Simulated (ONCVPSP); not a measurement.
fluorine, ONCV: configuration errors across variants

- Element: F (Z = 9)
- Generator: ONCVPSP 4.0.1
- Type: optimised norm-conserving Vanderbilt (ONCV)
- Functional: BLYP
- Relativity: scalar-relativistic
- Frozen core: [He]
- Valence charge: 7
- Reference configuration: 2s2 2p5
- Partial waves: 2s: rc 0.60 bohr, ncon 4, nbas 8, qcut 11.3 1/bohr, local; 2p: rc 1.55 bohr, ncon 4, nbas 7, qcut 7.6 1/bohr, 2 projectors, debl 1.6 Ha
- Local potential: the s channel
- Core correction: Teter function, fcfact 6, rcfact 1

All-electron excitation energies from the reference (eV): (1) 2s2 2p4 19.400; (2) 2s2 2p3 57.809; (3) 2s2 2p2 118.506; (4) 2s2 2p4.5 7.547.

Errors AE − PS in meV (a dash: test not solved or not reliable):

```
     change   (1)    (2)    (3)  (4)  bound ghosts  GHOST(+) flags above zero
       base   +73   +531  +1902  +12          none                       none
p: qcut 4.8  +151  +1053  +3619  +26          none                       none
  p: nbas 8   +76   +555  +1984  +13          none                       none
```

Question: Give the same row for: p: debl 2.25.

Answer: +73, +533, +1905, +12; bound ghosts: none; GHOST(+) flags above zero: none.
